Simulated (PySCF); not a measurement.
Compound: C₆H₇OP.
SMILES with atom numbers: `[CH2:1]=[CH:2][c:3]1[o:4][cH:5][c:6]([CH3:7])[p:8]1`

Cartesian coordinates in Å at the GFN2-xTB level; atoms count from 1:
```
atom  x, y, z in Å
C1    -3.2695    0.3516   -0.1558
C2    -2.3457   -0.5663   -0.4284
C3    -0.9288   -0.3356   -0.3470
O4    -0.1291   -1.3742   -0.6617
C5     1.1608   -1.0508   -0.5556
C6     1.4301    0.2220   -0.1639
C7     2.7989    0.7850    0.0322
P8    -0.0871    1.1105    0.1006
H9    -2.9886    1.3462    0.1495
H10   -4.3203    0.1369   -0.2294
H11   -2.6249   -1.5659   -0.7361
H12    1.8581   -1.8347   -0.7965
H13    3.1321    0.6220    1.0574
H14    3.5094    0.3050   -0.6378
H15    2.8002    1.8563   -0.1550
```

NICS = −σ at a ghost point: NICS(0) at the centroid of the ring atoms, NICS(1) 1 Å to either side along the normal of their mean plane, zz for the tensor component along that normal. Level: GIAO PBE0/pcSseg-1 (PySCF, non-relativistic, gas phase) on the GFN2-xTB geometry, one conformer.

Ring bond lengths (Å), with Mayer bond orders in brackets: C3–O4 1.348 (1.02), O4–C5 1.334 (1.08), C5–C6 1.359 (1.58), C6–P8 1.778 (1.14), P8–C3 1.732 (1.43).

**Question.** Give the NICS values of each ring in ppm.

**Answer.** 
```
          ring                                                     type  NICS(0)  NICS(1), two faces  NICS(1)zz, two faces  rms pucker (Å)  centre to ring atoms, mean (Å)
C3–O4–C5–C6–P8  5-membered ring with O and P; formal bonds all aromatic    -10.2        -10.0 / -9.9         -22.5 / -22.2            0.00                            1.28
```

**Question.** What do they say, and how far can they be read as aromaticity?

**Answer.** 
- C3–O4–C5–C6–P8: mean NICS(1)zz -22.3 ppm, shielded.

**Question.** What does the geometric index give? Use HOMA with the parameters of Krygowski (1993).

**Answer.** 
- C3–O4–C5–C6–P8: HOMA 0.41; the largest term is that of C3–O4, α(R − Ropt)² = 1.09.

**Question.** Give the inner angles of the rings and the Hirshfeld charges of the ring atoms.

**Answer.** 
- C3–O4–C5–C6–P8: C3 114.5° (+0.007 e), O4 111.6° (-0.049 e), C5 116.2° (+0.005 e), C6 110.0° (-0.076 e), P8 87.7° (+0.035 e); sum 540.0° against 540° for a flat convex ring.

**Question.** How shielded are the nuclei of the rings and their hydrogens (means over atoms taken as equivalent)?

**Answer.** 
```csv
atoms,environment,σ isotropic (ppm),"principal values of the symmetric part, first atom (ppm)"
C3,substituted aromatic carbon,-19.5,"-158.0, 20.7, 78.6"
O4,furan-type oxygen,-16.8,"-219.0, -33.6, 202.3"
C5,aromatic CH next to a ring oxygen,37.3,"-48.7, 66.2, 94.4"
C6,substituted aromatic carbon,38.4,"-63.4, 28.2, 150.2"
P8,phosphorus bonded to 2 C,188.3,"-7.8, 109.7, 463.1"
H12,aromatic hydrogen,23.99,"20.8, 24.1, 27.1"
```
